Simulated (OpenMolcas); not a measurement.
Ir3+ (d6) among equal point charges was computed by CASSCF with the d shell active (OpenMolcas, ANO-RCC-VTZP on the metal). Its lowest spin-free states, and all those of the highest spin:

```
2S+1  Degeneracy  E (cm-1)
   5           1       0.0
   5           2     991.6
   5           1      6157
   5           1      8344
   3           1     13981
   3           2     14208
   3           2     16912
   3           1     17390
   1           1     17773
   3           2     19004
   3           1     19381
   3           1     21088
```

Problem. Is the site octahedral, tetrahedral or cube-like, axial, or of lower symmetry?

Solution. The states with 2S+1 = 5 have orbital degeneracies 1, 2, 1, 1. There are pairs but no triples, so the site is axial: not cubic, but with a proper or improper axis of order three or more. The run had Ir3+ among 6 point charges of -1.7 e arranged as a tetragonal octahedron (D4h), 2.24 Å from the ion, with the axial distance 2.128 Å.

Spin-orbit coupling mixes the spin-free states strongly: the lowest level takes only 64 % from its leading state, 5B2. Without dynamic correlation the repulsion within the d shell is too large (B by tens of per cent), so at a given field states of lower spin stand too high. This shell can be high or low spin here, a state of another spin lies low, and with metal d orbitals alone active their balance is uncertain, so the ground spin may be wrong. Point charges give a weaker field than real ligands, and real ions of this kind are as a rule low spin; the high spin found here belongs to the model. Point charges carry no covalency, so the field is a model and not that of real ligands. No measured value stands beside these numbers.
